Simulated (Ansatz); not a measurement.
The same path of GaH3O2 + H2 (8 atoms, charge 0, multiplicity 1) was run 3 times with different band settings. Lost on the way: H7–H8. Made: Ga1–H7, O2–H8.

These are results of RKS B3LYP-D4/def2-SVP (Ansatz 0.2.0), not measurements.

Relaxed end points:

```xyz
8
Properties=species:S:1:pos:R:3
Ga -0.225 -0.582 -0.223
O 0.099 -0.236 1.511
H -0.685 -0.103 2.058
O 1.263 -0.878 -1.158
H 2.070 -0.842 -0.626
H -1.616 -0.631 -0.907
H 0.153 2.971 1.688
H 0.221 2.211 1.672
```

```xyz
8
Properties=species:S:1:pos:R:3
Ga -0.349 0.636 -0.179
O -0.191 -0.142 1.837
H -0.106 0.545 2.515
O 1.406 0.023 -0.136
H 1.621 -0.688 -0.752
H -1.376 -0.284 -0.928
H -0.458 2.173 0.118
H 0.732 -0.353 1.540
```

Common settings: optimiser quadratic models (default); start path through a guess of the saddle point; force threshold 0.03 eV/Å; iteration limit 60; end points relaxed.

| run | movable images | climbing image | spring |
| --- | --- | --- | --- |
| 1 | 7 | yes | 5.0 eV/Å² |
| 2 | 7 | yes | 50.0 eV/Å² |
| 3 | 1 | no | 5.0 eV/Å² |

(1) What does each run give, and how far can it be trusted?

## Answers

(1) Run 1: converged after 17 iterations, highest image 1.027 eV above the first end. The profile has 2 maxima (images 2, 4) with wells between them (image 3): this band takes more than one step, which may be the mechanism or a detour left from its start path. A vibrational analysis at the climbing image gives one clearly imaginary mode, 1278i cm⁻¹: a first-order saddle point.
Run 2: converged after 17 iterations, highest image 1.027 eV above the first end. The profile has 2 maxima (images 2, 4) with wells between them (image 3): this band takes more than one step, which may be the mechanism or a detour left from its start path. Another band between the same ends (7 images) ends at a top of the same energy, where a vibrational analysis finds 1 clearly imaginary mode.
Run 3: converged after 49 iterations, highest image 0.110 eV above the first end. No image climbed, so the highest image needn't sit at the top of the path. A band with more images between the same ends climbed to 1.03 eV, so this one has probably stepped over the top. So few images can step over the top or miss a turn of the path.
The orbitals stay closed-shell, which can raise the energy where a bond breaks towards radicals; this wasn't checked here.
